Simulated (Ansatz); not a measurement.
`COBC=O` + `COC(F)[TeH]` → `O=CB[TeH]` + `COC(F)OC`  (formal exchange of groups at a B–O bond)

Gas-phase electronic energies from Ansatz, PBE0-D4/def2-TZVP geometries. CBS: MP2 limit from def2 TZ/QZ plus the TZ coupled-cluster correction, frozen cores. Elements past krypton have def2 core potentials. For Te outer-core shells are correlated without core-valence functions, which leaves a few kJ/mol of doubt a bond. Each species was taken in one conformer, which may not be the lowest.

`COBC=O`:

Cartesian coordinates in Å:
```
C 1.504 -0.885 -0.134
O 0.608 0.201 0.013
B -0.719 0.048 0.019
C -1.576 1.387 0.196
O -2.785 1.388 0.219
H 2.150 -0.926 0.744
H 0.965 -1.830 -0.240
H 2.120 -0.711 -1.018
H -1.239 -1.026 -0.102
H -1.028 2.354 0.304
```

`COC(F)[TeH]`:

Cartesian coordinates in Å:
```
C -0.467 1.332 -0.518
O -0.568 -0.034 -0.143
C 0.623 -0.596 0.194
F 1.097 -0.050 1.367
Te 0.373 -2.736 0.388
H -0.153 1.950 0.327
H 0.243 1.454 -1.344
H -1.459 1.637 -0.846
H 1.402 -0.423 -0.561
H -1.091 -2.535 1.135
```

`O=CB[TeH]`:

Z-matrix (Å, degrees):
```
C
B 1 1.574
O 1 1.209 2 123.5
H 1 1.119 2 117.2 3 179.3
Te 2 2.097 1 121.3 3 78.6
H 2 1.192 1 121.7 3 -103.4
H 5 1.660 2 95.3 1 -1.5
```

`COC(F)OC`:

```xyz
13

C     0.346   -1.660   -1.114
O    -0.417   -0.576   -0.625
C    -0.195   -0.289    0.695
F    -0.717   -1.269    1.486
O    -0.837    0.860    1.037
C    -0.277    2.016    0.450
H     0.035   -2.603   -0.655
H     1.416   -1.506   -0.928
H     0.174   -1.707   -2.188
H     0.889   -0.246    0.911
H    -0.803    2.867    0.878
H     0.791    2.100    0.687
H    -0.405    2.013   -0.635
```

```json
{"level": "SCS-MP2/def2-TZVPP", "ΔE (kcal/mol)": "10.4"}
{"level": "MP2/def2-QZVPP", "ΔE (kcal/mol)": "10.0"}
```

(1) What does CCSD(T)/CBS give? (An estimate is asked.)

Largest T1 diagnostic among the species: 0.017.

## Answers

(1) The calculation gave: +10.2 kcal/mol. The listed levels differ from it by 0.2, -0.2 kcal/mol.

From PBE to PBE0 (25 % exact exchange), in def2-TZVPP and without D4, ΔE moves by −1.1 kcal/mol.
